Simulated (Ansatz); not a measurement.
Consider the hydrogenolysis of the Si–C bond: `N[SiH2][SiH2]C=O` + H₂ → `N[SiH2][SiH3]` + `C=O`.

Computed with Ansatz on PBE0-D4/def2-TZVP structures; ΔE is electronic, products minus reactants. CCSD(T)/CBS is the MP2 limit (def2-TZVPP, def2-QZVPP) plus CCSD(T) − MP2 in def2-TZVPP, frozen cores. This one scheme is used for every species. Functionals use def2-TZVPP. B3LYP here is the variant with VWN-RPA as its local correlation; programs differ in this. HSE06 is defined as in plane-wave codes. One conformer a species, not always the lowest.

`N[SiH2][SiH2]C=O`:

Z-matrix (Å, degrees):
```
Si
Si 1 2.348
N 1 1.722 2 108.8
H 1 1.488 2 109.8 3 -117.2
H 1 1.495 2 107.5 3 126.6
C 2 1.928 1 108.1 3 -175.4
H 2 1.487 1 111.2 3 -57.1
H 2 1.489 1 110.9 3 65.6
H 3 1.007 1 120.0 2 55.3
H 3 1.008 1 119.5 2 -161.9
O 6 1.204 2 122.5 1 88.1
H 6 1.117 2 118.1 1 -90.0
```

H₂:

Cartesian coordinates in Å:
```
H 0.024 0.330 0.173
H -0.024 -0.330 -0.173
```

`N[SiH2][SiH3]`:

Z-matrix (Å, degrees):
```
Si
Si 1 2.341
N 1 1.724 2 108.6
H 1 1.497 2 108.1 3 -126.1
H 1 1.488 2 110.7 3 117.7
H 2 1.489 1 110.3 3 173.7
H 2 1.491 1 110.1 3 54.6
H 2 1.488 1 111.4 3 -65.4
H 3 1.008 1 119.6 2 167.4
H 3 1.007 1 119.6 2 -50.6
```

`C=O`:

```xyz
4

C    -0.004   -0.002   -0.002
O     1.023    0.394    0.465
H    -0.774   -0.508    0.615
H    -0.245    0.115   -1.078
```

```csv
level,ΔE (kJ/mol),difference from CCSD(T)/CBS
LDA (SPW92),-28.7,9.6
PBE-D4,-27.5,10.8
revPBE-D4,-24.5,13.8
BLYP-D4,-28.1,10.2
r2SCAN-D4,-31.1,7.2
B97M-V,-41.3,-3.0
PBE0-D4,-36.6,1.7
B3LYP-D4,-36.0,2.3
r2SCANh-D4,-34.2,4.1
r2SCAN0-D4,-38.4,-0.1
BHLYP-D4,-45.0,-6.7
CAM-B3LYP-D4,-41.6,-3.3
ωB97X-V,-40.8,-2.5
ωB97M-V,-38.5,-0.2
B2PLYP,-42.3,-4.0
PBE-QIDH,-42.8,-4.5
PBE,-32.4,5.9
revPBE,-34.4,3.9
BLYP,-37.9,0.4
r2SCAN,-32.6,5.7
PBE0,-41.1,-2.8
B3LYP,-43.8,-5.5
r2SCANh,-35.8,2.5
r2SCAN0,-40.1,-1.8
HSE06,-40.7,-2.4
BHLYP,-51.9,-13.6
CAM-B3LYP,-46.3,-8.0
LC-ωPBE,-44.8,-6.5
RPA@PBE/def2-TZVPP,-45.4,-7.1
HF/def2-SVP,-72.8,-34.5
CCSD/def2-SVP,-57.8,-19.5
HF/def2-TZVPP,-66.0,-27.7
MP2/def2-TZVPP,-38.8,-0.5
SCS-MP2/def2-TZVPP,-44.0,-5.7
CCSD/def2-TZVPP,-48.0,-9.7
CCSD(T)/def2-TZVPP,-42.2,-3.9
SCS-MP2/def2-QZVPP,-41.7,-3.4
HF/CBS(def2),-65.6,-27.3
MP2/CBS(def2),-34.9,3.4
CCSD/CBS(def2),-44.0,-5.7
CCSD(T)/CBS,-38.3,0
```

Largest T1 diagnostic among the species: 0.015.

From PBE to PBE0 (25 % exact exchange), in def2-TZVPP and without D4, ΔE moves by −8.7 kJ/mol. The D4 term adds +7.8 kJ/mol with B3LYP and +4.4 kJ/mol with PBE0; it sums over pairs of atoms, weighted by their polarisabilities, and B3LYP, whose exchange is more repulsive, gets the larger term. At CCSD(T), def2-SVP lies −15.0 kJ/mol from the extrapolated value and def2-TZVPP −3.9 kJ/mol.

CCSD(T)/CBS has its own doubt, a few kJ/mol and more with outer-core shells, so smaller differences from it don't rank the levels.
